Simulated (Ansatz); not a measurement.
`C=C[SiH](F)N[SiH2]Cl` → `C=CN[SiH2]Cl` + `F[SiH]`  (silylene formation by 1,1-elimination)

Isolated molecules relaxed with PBE0-D4/def2-TZVP in Ansatz; ΔE leaves out vibrations. CCSD(T)/CBS is the MP2 limit (def2-TZVPP, def2-QZVPP) plus CCSD(T) − MP2 in def2-TZVPP, frozen cores. This one scheme is used for every species. Functionals use def2-TZVPP. Each species was taken in one conformer, which may not be the lowest.

```tsv
species	r2SCAN energy (Eh)
`C=C[SiH](F)N[SiH2]Cl`	-1274.30306
`C=CN[SiH2]Cl`	-884.26348
`F[SiH]`	-389.91076
```

Q: Work out ΔE.

A: ΔE = (-884.26348) + (-389.91076) − (-1274.30306) = 0.12882 Eh = +3.51 eV. CCSD(T)/CBS gives +3.47 eV.

Largest T1 diagnostic among the species: 0.015.

The D4 term adds +0.22 eV with B3LYP and +0.12 eV with PBE0; it sums over pairs of atoms, weighted by their polarisabilities, and B3LYP, whose exchange is more repulsive, gets the larger term. From PBE to PBE0 (25 % exact exchange), in def2-TZVPP and without D4, ΔE moves by +0.22 eV. In def2-TZVPP, CCSD(T) changes the Hartree–Fock value by +0.07 eV (the triples alone add +0.02 eV) and MP2 by +0.26 eV.

B3LYP here is the variant with VWN-RPA as its local correlation; programs differ in this.
